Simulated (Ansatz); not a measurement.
Consider the formal exchange of groups at the Se–C bond: `OC(=S)[SeH]` + `[AlH2]/[N]=C\S` → `[AlH2]/[N]=C\[SeH]` + `OC(=S)S`.

Isolated molecules relaxed with PBE0-D4/def2-TZVP in Ansatz; ΔE leaves out vibrations. CCSD(T)/CBS adds triple-zeta CCSD(T) − MP2 to the extrapolated MP2 energy (def2 sets, frozen cores). Double bonds are as drawn, so ΔE can hold a change between cis and trans. DFT in def2-TZVPP. For Se outer-core shells are correlated without core-valence functions, which leaves a few kJ/mol of doubt a bond. Scalar relativity is left out up to krypton. One conformer a species, not always the lowest.

```
 level  ΔE (kJ/mol)
B97M-V         -2.5
revPBE         -3.4
```

What does CCSD(T)/CBS give? (An estimate is asked.)

Ansatz gave: -2.2 kJ/mol. The listed levels differ from it by -0.3, -1.2 kJ/mol.

Largest T1 diagnostic among the species: 0.017.

Leaving LDA and LC-ωPBE aside and taking each functional with its dispersion term where it has one, the values, not all of them listed here, spread over 1.5 kJ/mol, from r2SCAN0-D4 to ωB97X-V.
